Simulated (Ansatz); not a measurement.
`[NH2][In]([F])[SH]` + `C[SiH](O)Br` → `[NH2][In]([F])[Br]` + `C[SiH](O)S`  (redistribution)

Gas-phase electronic energies from Ansatz, PBE0-D4/def2-TZVP geometries. CBS: MP2 limit from def2 TZ/QZ plus the TZ coupled-cluster correction, frozen cores. Functionals use def2-TZVPP. Elements past krypton have def2 core potentials. For Br, In outer-core shells are correlated without core-valence functions, which leaves a few kJ/mol of doubt a bond. Scalar relativity is left out up to krypton. One conformer a species, not always the lowest.

| level | ΔE (kJ/mol) |
| --- | --- |
| B2PLYP | -3.6 |
| HF/def2-TZVPP | -10.6 |
| SCS-MP2/def2-TZVPP | -2.4 |
| CCSD(T)/def2-TZVPP | -3.3 |

(1) What does CCSD(T)/CBS give? (An estimate is asked.)

Largest T1 diagnostic among the species: 0.015.

Answers

(1) The calculation gave: -2.3 kJ/mol. The listed levels differ from it by -1.3, -8.3, -0.1, -1.0 kJ/mol.

In def2-TZVPP, CCSD(T) changes the Hartree–Fock value by +7.3 kJ/mol (the triples alone add +0.5 kJ/mol) and MP2 by +10.0 kJ/mol.
